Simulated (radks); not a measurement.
The numbers below are computed, except where a source is named.
The nuclear charge of the neon ion Ne2+ is varied continuously with 8 electrons held in [He] 2s2 2p4. Level of theory: scalar-relativistic Kohn-Sham, PBE, spin-polarised, spherical densities, point nucleus; open shells are filled with parallel spins first (a radial shooting solver on a logarithmic mesh with Libxc functionals). By the Hellmann-Feynman theorem dE/dZ = E(electron-nucleus)/Z, the electronic potential at the nucleus. The scalar-relativistic energy here is not variational (the density holds large components alone), so the two differ by a part that grows with Z.

\begin{tabular}{lrrrrr}
Z & E (hartree) & E(electron-nucleus)/Z (hartree) & HOMO & e(HOMO) (eV) & <r> HOMO (bohr) \\ \hline
9 & -99.10393 & -25.8135 & 2p & -25.965 & 1.011 \\
9.25 & -105.66820 & -26.6967 & 2p & -31.805 & 0.9564 \\
9.5 & -112.45329 & -27.5797 & 2p & -38.092 & 0.9085 \\
9.75 & -119.45915 & -28.4624 & 2p & -44.821 & 0.8656 \\
10 & -126.68575 & -29.3451 & 2p & -51.991 & 0.8269 \\
10.25 & -134.13307 & -30.2277 & 2p & -59.600 & 0.7918 \\
10.5 & -141.80112 & -31.1104 & 2p & -67.646 & 0.7597 \\
\end{tabular}

The central difference of E at Z = 10 is -29.348 hartree, to compare with the third column; the second derivative is -3.53 hartree.
